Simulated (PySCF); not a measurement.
From PBE0 to CCSD(T): MH along group 14

PBE0 and CCSD(T) in PySCF with def2-SVPD on every atom (core potentials on Sn, Pb), for the lowest determinant that a PBE0 search found; no spin–orbit coupling.

```tsv
molecule	state (unpaired electrons)	PBE0 Re (Å)	PBE0 ωe (cm⁻¹)	PBE0 De (eV)	CCSD(T) Re (Å)	CCSD(T) ωe (cm⁻¹)	CCSD(T) De (eV)
SiH	doublet (π ↑)	1.539	2027	3.07	1.532	2040	2.97
GeH	doublet (π ↑)	1.603	1911	2.87	?	?	?
SnH	doublet (π ↑)	1.786	1705	2.57	1.784	1684	2.50
PbH	doublet (π ↑)	1.858	1599	2.39	1.859	1554	2.33
```

(1) Estimate the CCSD(T) values of GeH by adding the mean shift from PBE0 to CCSD(T) of the other rows, and compare with the calculation.

(2) What are the mean differences of PBE0 from CCSD(T) over the whole series?

In a basis of this size CCSD(T) is itself not converged; it tends to give bonds that are too long and too weak.

Correlated steps freeze the inner cores (4 to 9 orbitals); shallow outer-core shells are correlated. Correlated levels converge slowly with the basis: in double zeta they bind strong bonds too weakly, by up to about 1 eV, and carry superposition errors of some tenths. These are scalar-relativistic numbers at best; spin–orbit coupling would shift them, the dissociation energy most. States were picked by a PBE0 search and need not be the measured ground states.

Results:

(1) The mean shifts are -0.3 pm, -18 cm⁻¹ and -0.08 eV, which give 1.600 Å, 1893 cm⁻¹ and 2.79 eV. CCSD(T)/def2-SVPD gives Re = 1.594 Å, ωe = 1913 cm⁻¹, De = 2.78 eV.

(2) Re +0.4 pm, ωe +13 cm⁻¹, De +0.08 eV.
